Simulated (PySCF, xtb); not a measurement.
hexafluoroantimonate (F₆Sb), SMILES [F][Sb-]([F])([F])([F])([F])[F], charge -1.

Harmonic wavenumbers (cm⁻¹) from GFN2-xTB (xtb) at its own minimum, in rising order: 103, 103, 103, 171, 171, 171, 194, 194, 194, 348, 403, 403, 407, 407, 407.

Problem. What does PBE-D3(BJ)/def2-SVPD run with PySCF give at its own minimum? (The exact figures need the calculation; the answer reports its results.)

Solution. 145, 145, 145, 235, 235, 235, 256, 256, 256, 519, 519, 549, 591, 591, 591. Paired by order, the mean absolute difference is 99 cm⁻¹ and the zero-point energies are 5.4 and 7.5 kcal/mol.
